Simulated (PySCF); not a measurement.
# Trend along the alkaline earths: MS anions

CCSD(T) with double-zeta basis sets in PySCF, for the lowest determinant that a PBE0 search found; no spin–orbit coupling. De refers to high-spin ground-configuration atoms (the charge goes to the atom of lower measured ionisation energy or higher electron affinity, which is not always the lowest computed limit).

```tsv
M	basis	reference, frozen orbitals	charged atom	state (unpaired electrons)	Re (Å)	ωe (cm⁻¹)	De (eV)
Be	aug-pcseg-1	UHF, 5	S−	doublet (σ ↑)	1.845	852	n/a
Mg	def2-SVPD	UHF, 6	S−	doublet (σ ↑)	2.279	451	n/a
Ca	def2-SVPD	UHF, 10	S−	doublet (σ ↑)	2.501	371	n/a
Sr	def2-SVPD	UHF, 5	S−	doublet (σ ↑)	2.628	319	n/a
```

The shortest bond is that of BeS⁻ (1.845 Å), the longest that of SrS⁻ (2.628 Å).

The rows differ in basis set, which adds steps of its own.

Down a group the atoms grow and get heavier, so bonds lengthen and wavenumbers fall; this series shows no clear exception.

Correlated steps freeze the inner cores (5 to 10 orbitals); shallow outer-core shells are correlated. Spin–orbit coupling is left out. States were picked by a PBE0 search and need not be the measured ground states.
